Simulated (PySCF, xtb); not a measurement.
TiFH3, SMILES [F][TiH3], multiplicity 1.

Harmonic wavenumbers (cm⁻¹) from GFN2-xTB (xtb) at its own minimum, in rising order: 453, 453, 529, 679, 779, 779, 1371, 1372, 1396.

Task: What does PBE-D3(BJ)/def2-TZVP (PySCF) give at its own minimum? (Estimate from the structure and the level; the computed values follow.)

Result: 422, 422, 535, 589, 589, 791, 1698, 1698, 1727. Paired by order, the mean absolute difference is 149 cm⁻¹ and the zero-point energies are 11.2 and 12.1 kcal/mol.
